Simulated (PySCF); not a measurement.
## Electron correlation in C⁺ (carbon, charge +1)

[He] 2s2 3s1, 2S determinant (an excited configuration). All numbers are calculated (PySCF 2.14, no relativity, point nucleus, in aug-cc-pVQZ (6s5p4d3f2g, 80 functions)). Frozen: 1s2; 3 electrons correlated.

MP2 pair energies summed by pair of shells (mhartree):

```
 pair  energy  share (%)
2s-2s  -44.98       81.4
2s-3s  -10.27       18.6
```

Total MP2 correlation energy: -55.25 mhartree.

Same-spin part -3.23 and opposite-spin part -52.01 mhartree; SCS-MP2 scales them by 1/3 and 6/5 to -63.49 mhartree.
